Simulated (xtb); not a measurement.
xtb input (GFN2-xTB):

```bash
xtb mol.xyz --gfn 2 --ohess tight --chrg -1 --uhf 0
```
mol.xyz:
```
7

O     -0.57774593     1.19559105    -0.82966633
Si    -0.02998721     0.18179890     0.27649838
O      1.55610022    -0.27849062     0.00627177
O     -0.90340243    -1.25859539     0.33825459
H     -0.03053470     0.64128766     1.67910791
H      1.83363175     0.07405867    -0.87179748
H     -1.52802020    -1.25215544    -0.37722648
```

End of the output:

```
         :::::::::::::::::::::::::::::::::::::::::::::::::::::
         :: total free energy         -15.797333389094 Eh   ::
         ::.................................................::
         :: total energy              -15.807238321572 Eh   ::
         :: zero point energy           0.037854475693 Eh   ::
         :: G(RRHO) w/o ZPVE           -0.027949543215 Eh   ::
Note: The following floating-point exceptions are signalling: IEEE_DENORMAL
normal termination of xtb
         :: G(RRHO) contrib.            0.009904932478 Eh   ::
         :::::::::::::::::::::::::::::::::::::::::::::::::::::
imag cut-off (cm-1) :    5.00
 found            1  significant imaginary frequency
 writing imag mode distorted coords to xtbhess.xyz
 for further optimization.

optimized geometry written to: xtbopt.xyz

           -------------------------------------------------
          | TOTAL ENERGY              -15.807238321572 Eh   |
          | TOTAL ENTHALPY            -15.763258361770 Eh   |
          | TOTAL FREE ENERGY         -15.797333389094 Eh   |
          | GRADIENT NORM               0.000270258280 Eh/α |
          | HOMO-LUMO GAP               8.800120146649 eV   |
           -------------------------------------------------

------------------------------------------------------------------------
------------------------------------------------------------------------
 total:
 SCF:
 ANC optimizer:
 analytical hessian:
```

It need not be the lowest isomer of its formula. Whether it binds its extra electron was not tested at this geometry.
